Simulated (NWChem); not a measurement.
System meant: C2H5FOSi; SMILES [SiH]1(COC1)F

NWChem input:

```
start job
memory heap 200 mb stack 900 mb global 1100 mb
geometry units angstroms noautosym nocenter noautoz
  F     -0.415538     2.016675     0.000000
  Si     0.411696     0.616424     0.000000
  C     -0.083785    -0.805010     1.134728
  O      0.108766    -1.668197     0.000000
  C     -0.083785    -0.805010    -1.134728
  H      1.856678     0.977937     0.000000
  H      0.560637    -1.116626     1.971059
  H     -1.135780    -0.801227     1.479867
  H     -1.135780    -0.801227    -1.479867
  H      0.560637    -1.116626    -1.971059
end
basis spherical
  * library 6-31g*
end
dft
  xc m06-l
  iterations 150
end
property
  shielding 7 1 2 3 4 6 7 8
end
task dft property
```

End of the output:

```
 Vector   27  Occ=0.000000D+00  E= 6.007096D-02
              MO Center= -1.4D-01, -5.9D-01,  4.3D-10, r^2= 3.4D+00
   Bfn.  Coefficient  Atom+Function         Bfn.  Coefficient  Atom+Function
  ----- ------------  ---------------      ----- ------------  ---------------
    52      0.856038   4 O  s                41      0.465463   3 C  pz
    69     -0.465463   5 C  pz               78     -0.444191   7 H  s
    84     -0.444191  10 H  s                40      0.420907   3 C  py
    68      0.420907   5 C  py               25      0.398064   2 Si px
    54      0.305232   4 O  py               20     -0.290502   2 Si s

 center of mass
 --------------
 x =   0.08347251 y =   0.13711889 z =   0.00000000

 moments of inertia (a.u.)
 ------------------
         697.771902725462          28.556917627631           0.000000000000
          28.556917627631         207.322951477176           0.000000000000
           0.000000000000           0.000000000000         596.927587818450

     Multipole analysis of the density
     ---------------------------------

     L   x y z        total         alpha         beta         nuclear
     -   - - -        -----         -----         ----         -------
     0   0 0 0     -0.000000    -24.000000    -24.000000     48.000000

     1   1 0 0      0.111290     -2.396276     -2.396276      4.903843
     1   0 1 0      0.069859     -0.831081     -0.831081      1.732021
     1   0 0 1      0.000000      0.000000      0.000000     -0.000000

     2   2 0 0    -26.349874    -32.390315    -32.390315     38.430757
     2   1 1 0      1.005233      4.515782      4.515782     -8.026331
     2   1 0 1      0.000000      0.000000      0.000000      0.000000
     2   0 2 0    -32.034054   -152.960277   -152.960277    273.886501
     2   0 1 1      0.000000      0.000000      0.000000     -0.000000
     2   0 0 2    -23.581774    -61.074166    -61.074166     98.566558

          -----------------------------------------
          Chemical Shielding Tensors (GIAO, in ppm)
          -----------------------------------------

 ------------------------------------------------------------------------
  xm06: d2 not coded                    0
 ------------------------------------------------------------------------
 ------------------------------------------------------------------------
  current input line :
    25: task dft property
 ------------------------------------------------------------------------
 ------------------------------------------------------------------------
 This error has not yet been assigned to a category
 ------------------------------------------------------------------------
 For more information see the NWChem manual at https://nwchemgit.github.io

0: xm06: d2 not coded:Received an Error in Communication
```

Question: Can this run be used? If not, why, and what is the fix?

Answer: The program stopped with an error. Cause: this functional's second derivatives, which shieldings need, aren't coded here; the fix takes a hybrid GGA instead. This input runs:
```
start job
memory heap 200 mb stack 900 mb global 1100 mb
geometry units angstroms noautosym nocenter noautoz
  F     -0.415538     2.016675     0.000000
  Si     0.411696     0.616424     0.000000
  C     -0.083785    -0.805010     1.134728
  O      0.108766    -1.668197     0.000000
  C     -0.083785    -0.805010    -1.134728
  H      1.856678     0.977937     0.000000
  H      0.560637    -1.116626     1.971059
  H     -1.135780    -0.801227     1.479867
  H     -1.135780    -0.801227    -1.479867
  H      0.560637    -1.116626    -1.971059
end
basis spherical
  * library 6-31g*
end
dft
  xc pbe0
  iterations 150
end
property
  shielding 7 1 2 3 4 6 7 8
end
task dft property
```
It converges to -543.37564 Ha (PBE0/6-31G* (spherical d), GIAO).
